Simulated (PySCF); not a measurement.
## Two-dimensional NMR puzzle

Compound of formula C₂H₉NOSi₂. Correlations simulated from computed shifts and the bond graph:

HSQC (one-bond C–H):
| δH | δC |
| --- | --- |
| 6.57 | 142.4 |
| 6.56 | 140.6 |
| 6.33 | 140.6 |

COSY cross peaks (H two or three bonds apart, from the bond graph; peaks can be absent where the dihedral angle is near 90°):
| δH | δH |
| --- | --- |
| 6.57 | 6.56 |
| 6.57 | 6.33 |
| 6.57 | 5.44 |
| 6.56 | 6.33 |
| 5.56 | 5.44 |
| 5.56 | 5.24 |
| 5.44 | 5.24 |

HMBC (two and three bonds, from the bond graph):
| δH | δC |
| --- | --- |
| 6.57 | 140.6 |
| 6.56 | 142.4 |
| 6.33 | 142.4 |
| 5.56 | 142.4 |
| 5.44 | 142.4, 140.6 |
| 5.24 | 142.4 |

Theory: GFN2-xTB geometry, shielding tensors at PBE0/pcSseg-1 (GIAO), in PySCF 2.14.0 with density-fitted response routines (single conformer, non-relativistic Hamiltonian, isolated molecule, equivalent nuclei averaged).

References, each an isolated molecule treated in the same way: ¹H and ¹³C vs TMS.

Exchangeable hydrogens are left out of these lists.

Assemble the structure.

Results:

`C=C[Si@@H](N)[SiH2]O`.

Numbering as in the mapped SMILES `[CH2:1]=[CH:2][Si@@H:3]([NH2:4])[SiH2:5][OH:6]`. Each H is labelled by its parent atom. Ha(C1) is cis to Si3; Ha(Si5) is pro-R; Hb(Si5) is pro-S; Hb(C1) is trans to Si3.

1. δC 142.4 is C2, an alkene CH (δH 6.57).
2. δC 140.6 is C1, a terminal =CH2 carbon (δH 6.56, 6.33).
3. COSY links 6.57–6.56, 6.57–6.33, 6.57–5.44, 6.56–6.33, 5.56–5.44, 5.56–5.24.

This is the structure that produced the data.

Exchangeable OH/NH protons stand at their gas-phase positions; hydrogen bonding in a real sample shifts them, mostly to higher δ. Shifts are as computed. Against solution values, carbons near 30 ppm lie about +3 ppm off and those near 130 ppm about +5 ppm. Of 1211 compounds with measured shifts, 218 miss one by over three times the rms of a fit or turn the order of signals round; such compounds aren't used in these exercises.
